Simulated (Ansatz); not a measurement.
`F[BH][GeH2][SH]` + `BO` → `BOBF` + `[SH][GeH3]` at 700 K and 1 bar (cleavage of the B–Ge bond).

Computed with Ansatz on PBE0-D4/def2-TZVP structures; ΔE is electronic, products minus reactants. CCSD(T)/CBS adds triple-zeta CCSD(T) − MP2 to the extrapolated MP2 energy (def2 sets, frozen cores). This one scheme is used for every species. For Ge outer-core shells are correlated without core-valence functions, which leaves a few kJ/mol of doubt a bond. Scalar relativity is left out up to krypton. Each species was taken in one conformer, which may not be the lowest.

```csv
species,CCSD(T)/CBS energy (Eh),H − E (kJ/mol),S (J/(mol·K))
`F[BH][GeH2][SH]`,-2600.93372,175.7,457.9
`BO`,-101.80414,126.4,277.4
`BOBF`,-226.48924,161.9,366.9
`[SH][GeH3]`,-2476.30083,133.1,357.0
```

H − E and S are ideal-gas, rigid-rotor, harmonic terms from PBE0-D4/def2-TZVP, for one conformer and one mirror image of each species. 1 Eh = 2625.50 kJ/mol, R = 8.31446 J/(mol·K).

Problem. By hand: ΔE, ΔH, ΔS and ΔG.

Solution. ΔE = (-226.48924) + (-2476.30083) − (-2600.93372) − (-101.80414) = -0.05221 Eh = -137.1 kJ/mol. Δ(H − E) = 161.9 + 133.1 − 175.7 − 126.4 = -7.1, so ΔH = -144.2 kJ/mol. ΔS = 366.9 + 357.0 − 457.9 − 277.4 = -11.4 J/(mol·K). ΔG = -144.2 − 700 × (-11.4)/1000 = -136.2 kJ/mol.

Problem. By hand: the equilibrium constant, and the temperature at which ΔG would vanish if ΔH and ΔS stayed fixed.

Solution. log₁₀ K = −ΔG/(RT ln 10) = 10.2. ΔG = 0 at ΔH/ΔS = 12649 K, far beyond where these terms or the molecules hold.

The number of gas molecules stays the same, so ΔS is small and ΔH decides. A doubt of 5 kJ/mol in ΔE shifts log₁₀ K by 0.4 here. Other conformers and mirror images would add mixing entropy, several J/(mol·K) or more a flexible species. Modes under 60 cm⁻¹, often nearly free rotors, make the harmonic entropy too high. These are equilibria of isolated gas molecules and say nothing of rates. Largest T1 diagnostic: 0.014 (customary marks: 0.02 for closed shells, 0.045 for open ones).
